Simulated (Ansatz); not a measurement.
Total energies of ZrF₄ from Ansatz at PBE0-D4/def2-TZVPD, gas phase (1 Eh = 27.2114 eV = 2625.5 kJ/mol). The reference geometry is relaxed at PBE-D4/def2-SVP.

```xyz
5

Zr    0.0000    0.0000    0.0000
F    -1.1751    0.2545    1.4820
F    -0.6798    0.9346   -1.5186
F     0.1235   -1.8615   -0.4015
F     1.7314    0.6724    0.4381
```

```csv
state,geometry,energy (Eh)
charge 0 singlet,reference,-446.56680
charge -1 doublet,reference,-446.55380
free Zr atom (triplet),–,-46.88229
free F atom (doublet),–,-99.67703
```

In the def2 sets Zr takes a core potential; there is no spin–orbit coupling.

Work out the vertical electron affinity, to the doublet.

E(charge 0 singlet) − E(charge -1 doublet) = -446.56680 − (-446.55380) = -0.01300 Eh = -0.35 eV; negative, so the extra electron isn't bound.

What is the binding energy per atom against free atoms?

Atoms: 1 × (-46.88229) + 4 × (-99.67703) = -445.59041 Eh. Binding: -445.59041 − (-446.56680) = 0.97639 Eh = 26.57 eV, or 5.31 eV for each of 5 atoms (no zero-point energy, no counterpoise term).

At PBE0-D4/def2-TZVPD the highest occupied level of the charge -1 doublet lies above zero (up to 1.56 eV). By energy differences it is unbound by 0.35 eV (vertical, against the charge 0 singlet, at PBE0-D4/def2-TZVPD) and held by the finite basis.
